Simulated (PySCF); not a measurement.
# What a mistake does to a calculation on Al2H2NO cation

Calculated results; nothing here was measured. They come from PySCF 2.14.0, an open-source quantum chemistry program, on an isolated molecule that a program drew, which may never have been made. The molecule is Al2H2NO cation (charge +1, singlet), drawn as the SMILES string `[OH][Al]=[N][AlH+]`.

Each row is a Hartree-Fock (HF) and frozen-core CCSD(T) single point in the cc-pV(D+d)Z basis, meant for a local HF minimum. Run 1 is clean. Each other run has one planted mistake out of seven kinds, and not every kind appears here: one electron removed, one electron added, multiplicity raised by two, geometry at a saddle point, minimal basis STO-3G, one bond length entered in bohr, all coordinates scaled. The reference is restricted for singlets and unrestricted otherwise, and also for a bond in bohr. Adding or removing an electron swaps singlet and doublet. Electrons count all cores. HOMO and LUMO are orbital energies over both spins, the gradient is its largest component, and the lowest frequency (negative if imaginary) is given only where the gradient is small. Bond lengths are over the 5 bonds as drawn. T1 is the CCSD diagnostic: over 0.02 (restricted) or 0.045 (unrestricted) a single reference is doubtful.

Geometry of the clean run:
```xyz
6
Al2H2NO cation, angstrom
O     1.8818    1.8231    0.9359
Al    0.4495    1.8541    1.6531
N    -1.0341    1.8861    2.3965
Al   -2.5163    1.9177    3.1374
H     2.7218    1.8051    0.5153
H    -3.8947    1.9470    3.8263
```

```
run  electrons  basis functions  <S^2>  HOMO (eV)  LUMO (eV)  gradient (hartree/bohr)  lowest frequency (cm^-1)  mean bond (Å)  longest bond (Å)      T1  HF (hartree)  CCSD(T) (hartree)                          mistake
  1         42               84  0.000     -15.27      -3.30                  2.1e-05                        84         1.4800             1.660  0.0180    -614.15431         -614.62887                         no fault
  2         41               84  0.756     -23.43     -11.53                  9.1e-02                         -         1.4800             1.660  0.0172    -613.67845         -614.10065             one electron removed
  3         42               84  0.000     -15.55      -3.15                  2.9e-02                         -         1.4415             1.617  0.0170    -614.14832         -614.61757           all coordinates scaled
  4         42               84  1.011     -14.41      -4.49                  2.1e-02                         -         1.7651             3.028  0.0190    -614.03218         -614.46528  one bond length entered in bohr
  5         42               84  2.010      -9.95      -5.73                  8.0e-02                         -         1.4800             1.660  0.0284    -614.02959         -614.47662                                ?
  6         43               84  0.773      -4.27       1.60                  4.5e-02                         -         1.4800             1.660  0.0314    -614.29121         -614.79572                                ?
```

**Which mistake was planted in run 5, and what did it cost?**

Electrons, basis and geometry are unchanged, and <S^2> is 2.010, beside S(S+1) = 2.00 for a multiplicity of 3. So the mistake is: multiplicity raised by two. Subtracting run 1 and multiplying by 627.51 kcal/mol a hartree, the energy moved by 78.3 kcal/mol in HF and 95.5 kcal/mol in CCSD(T).

**Which mistake was planted in run 6, and what did it cost?**

It counts 43 electrons, one more than the clean run, at the same geometry and basis. So the mistake is: one electron added. Subtracting run 1 and multiplying by 627.51 kcal/mol a hartree, the energy moved by -85.9 kcal/mol in HF and -104.7 kcal/mol in CCSD(T).

